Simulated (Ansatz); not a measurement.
Consider the substitution at a C–Si bond: `C[SiH2]OC(F)(F)F` + `[OH][Cd][F]` → `C[O][Cd][F]` + `FC(F)(F)O[SiH3]`.

Computed with Ansatz on PBE0-D4/def2-TZVP structures; ΔE is electronic, products minus reactants. CCSD(T)/CBS adds triple-zeta CCSD(T) − MP2 to the extrapolated MP2 energy (def2 sets, frozen cores). Functionals use def2-TZVPP. B3LYP here is the variant with VWN-RPA as its local correlation; programs differ in this. Elements past krypton have def2 core potentials. For Cd outer-core shells are correlated without core-valence functions, which leaves a few kJ/mol of doubt a bond. Each species was taken in one conformer, which may not be the lowest.

```json
{"level": "CAM-B3LYP-D4", "ΔE (kJ/mol)": "111.7"}
{"level": "ωB97X-V", "ΔE (kJ/mol)": "112.7"}
{"level": "BLYP", "ΔE (kJ/mol)": "103.9"}
{"level": "B3LYP", "ΔE (kJ/mol)": "107.7"}
{"level": "r2SCAN0", "ΔE (kJ/mol)": "118.5"}
{"level": "CCSD/def2-SVP", "ΔE (kJ/mol)": "91.1"}
{"level": "HF/def2-QZVPP", "ΔE (kJ/mol)": "100.8"}
{"level": "MP2/CBS(def2)", "ΔE (kJ/mol)": "128.4"}
```

**Question.** What does CCSD(T)/CBS give? (Estimate.)

**Answer.** Ansatz gave: +120.8 kJ/mol. The listed levels differ from it by -9.1, -8.1, -16.9, -13.1, -2.3, -29.7, -20.0, 7.6 kJ/mol.

Largest T1 diagnostic among the species: 0.018.

Leaving LDA and LC-ωPBE aside and taking each functional with its dispersion term where it has one, the values, not all of them listed here, spread over 12.4 kJ/mol, from BLYP-D4 to r2SCAN0-D4. LDA lies +4.4 kJ/mol from PBE without D4. From BLYP to BHLYP (50 % exact exchange), in def2-TZVPP and without D4, ΔE moves by +5.2 kJ/mol.
